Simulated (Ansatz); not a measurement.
Consider the redistribution: `[O]=[Nb]([Cl])([Cl])[Cl]` + `[CH3][Ge][OH]` → `[O]=[Nb]([OH])([Cl])[Cl]` + `[CH3][Ge][Cl]`.

Calculated with Ansatz (gas phase, PBE0-D4/def2-TZVP geometries, no zero-point term in ΔE). CCSD(T)/CBS is the MP2 limit (def2-TZVPP, def2-QZVPP) plus CCSD(T) − MP2 in def2-TZVPP, frozen cores. DFT in def2-TZVPP. B3LYP here is the variant with VWN-RPA as its local correlation; programs differ in this. def2 core potentials past Kr. For Ge, Nb outer-core shells are correlated without core-valence functions, which leaves a few kJ/mol of doubt a bond. Scalar relativity is left out up to krypton. One conformer a species, not always the lowest.

`[O]=[Nb]([Cl])([Cl])[Cl]`:

```xyz
5

O    -1.247   -0.219    1.215
Nb   -0.057   -0.010    0.055
Cl    1.880   -0.854    0.892
Cl   -0.704   -1.134   -1.811
Cl    0.128    2.218   -0.352
```

`[CH3][Ge][OH]`:

Cartesian coordinates in Å:
```
C -0.778 0.288 0.267
Ge 1.145 0.543 0.767
O 1.854 -0.544 -0.468
H -0.934 0.586 -0.776
H -1.452 0.870 0.898
H -1.047 -0.771 0.356
H 1.213 -0.971 -1.044
```

`[O]=[Nb]([OH])([Cl])[Cl]`:

```xyz
6

O    -0.186   -1.464   -1.000
Nb   -0.006    0.085   -0.371
O     0.051   -0.069    1.493
Cl    1.960    0.958   -1.159
Cl   -1.812    1.339   -1.013
H    -0.007   -0.850    2.049
```

`[CH3][Ge][Cl]`:

```xyz
6

C    -0.063    0.550   -0.309
Ge   -1.005   -0.747    0.860
Cl    0.674   -2.156    1.046
H    -0.701    1.399   -0.562
H     0.255    0.047   -1.228
H     0.840    0.907    0.194
```

| level | ΔE (kcal/mol) | difference from CCSD(T)/CBS |
| --- | --- | --- |
| BLYP-D4 | -7.1 | -0.8 |
| B3LYP-D4 | -7.6 | -1.3 |
| CAM-B3LYP-D4 | -8.0 | -1.7 |
| ωB97X-V | -7.8 | -1.5 |
| revPBE | -7.3 | -1.0 |
| CAM-B3LYP | -8.1 | -1.8 |
| HF/def2-TZVPP | -9.8 | -3.5 |
| CCSD(T)/def2-TZVPP | -5.8 | 0.5 |
| SCS-MP2/def2-QZVPP | -4.6 | 1.7 |
| MP2/CBS(def2) | -4.1 | 2.2 |
| CCSD(T)/CBS | -6.3 | 0 |

Largest T1 diagnostic among the species: 0.021, so the coupled-cluster value is less sure than usual.

In def2-TZVPP, CCSD(T) changes the Hartree–Fock value by +4.0 kcal/mol (the triples alone add +1.0 kcal/mol) and MP2 by +6.2 kcal/mol. From BLYP to BHLYP (50 % exact exchange), in def2-TZVPP and without D4, ΔE moves by −1.2 kcal/mol.
